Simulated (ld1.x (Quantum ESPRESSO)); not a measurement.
# Reading a pseudo-wave (copper)

Columns: radius, all-electron u(r) and pseudo u(r) of the 3p shell (level -77.11 eV) of copper in the configuration [Ne] 3s2 3p6 3d9 4s2 4p0; BLYP, scalar-relativistic, TM scheme, ld1.x (Quantum ESPRESSO) 7.5.

| r (bohr) | all-electron | pseudo |
| --- | --- | --- |
| 0.068 | 0.4718 | -0.0406 |
| 0.135 | 0.6521 | -0.1545 |
| 0.202 | 0.3845 | -0.3263 |
| 0.270 | -0.0700 | -0.5357 |
| 0.338 | -0.5129 | -0.7519 |
| 0.405 | -0.8541 | -0.9442 |
| 0.473 | -1.0842 | -1.0965 |
| 0.540 | -1.2072 | -1.1922 |
| 0.608 | -1.2491 | -1.2318 |
| 0.675 | -1.2319 | -1.2207 |
| 0.742 | -1.1764 | -1.1711 |
| 0.810 | -1.0966 | -1.0949 |
| 0.878 | -1.0046 | -1.0043 |
| 0.945 | -0.9099 | -0.9098 |
| 1.013 | -0.8147 | -0.8147 |
| 1.080 | -0.7250 | -0.7250 |
| 1.148 | -0.6401 | -0.6401 |
| 1.215 | -0.5633 | -0.5633 |
| 1.283 | -0.4929 | -0.4929 |
| 1.350 | -0.4307 | -0.4307 |
| 1.418 | -0.3745 | -0.3745 |
| 1.485 | -0.3255 | -0.3255 |
| 1.553 | -0.2818 | -0.2818 |
| 1.620 | -0.2440 | -0.2440 |
| 1.688 | -0.2106 | -0.2106 |
| 1.755 | -0.1819 | -0.1819 |

Task: How many radial nodes do the two functions have?

Result: The all-electron 3p function has n − l − 1 = 1; the pseudo-wave has 0, since the states of the same l below it are removed with the core.

Task: At about which radius was the pseudo-wave matched?

Result: 1.05 bohr. The columns agree to 0.0005 from 0.88 bohr on; several derivatives are matched, so the curves merge somewhat inside the radius.

Task: Is the pseudo-wave norm-conserving?

Result: Yes: the TM scheme keeps the norm inside the radius equal to the all-electron one, which fixes the energy derivative of the logarithmic derivative at the level.
